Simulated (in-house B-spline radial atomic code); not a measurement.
Results of a calculation; reference values are marked as such.
Ghost states of the separable form: Co

Co, [Ar] 3d7 4s2, non-relativistic LDA (VWN5), spherical and spin-unpolarised, from an all-electron radial atomic-structure program (B-spline basis) (atomic units; all potentials screened as in the neutral atom).

Troullier-Martins channels: 4s (ε = -0.2045, r_c = 2.009 bohr), 3d (ε = -0.3224, r_c = 1.645 bohr). In the Kleinman-Bylander form one channel serves as the local potential, and each other channel l becomes |δV u><u δV|/<u|δV|u>, with δV = V_l − V_local and u the pseudo-orbital. Its strength is E_KB = <u|δV²|u>/<u|δV|u>. By the analysis of Gonze, Stumpf and Scheffler a spurious state lies below the reference level ε if E_KB > 0 and ε is above the second level of the local potential alone, or if E_KB < 0 and ε is above its first. The table's levels are those of angular momentum l in a sphere of 9 bohr, whose wall can lift a shallow ε a little above its free-atom value.

| local | channel | <u δV u> | <u δV² u> | ε | first local level | second local level |
| --- | --- | --- | --- | --- | --- | --- |
| s | d | -6.8119 | 82.122 | -0.3224 | 0.1004 | 0.3387 |
| d | s | 0.20187 | 1.326 | -0.2041 | -10.7561 | -1.0456 |

Q: Apply the rule to each row.

A: Local s, channel d: E_KB = -12.1, so ε = -0.3224 is set against 0.1004: no ghost. Local d, channel s: E_KB = +6.57, so ε = -0.2041 is set against -1.0456: a ghost.

Diagonalising the separable Hamiltonian gives:

```
local  channel       three lowest levels  all-electron, two lowest valence levels
    s        d   -0.3224, 0.1132, 0.3798                          -0.3224, 0.1114
    d        s  -6.6902, -0.2041, 0.0867                          -0.2041, 0.0872
```

Q: Which choices of local channel are safe?

A: Free of ghosts: s. With d local the s channel has a ghost 6.49 hartree below ε, since the local potential binds more than one state below ε, and a repulsive term of rank one raises each level at most to the next, so it clears only one of them. Among the safe choices the second level, which tests transfer, is off by at most 1.9 millihartree (s local).
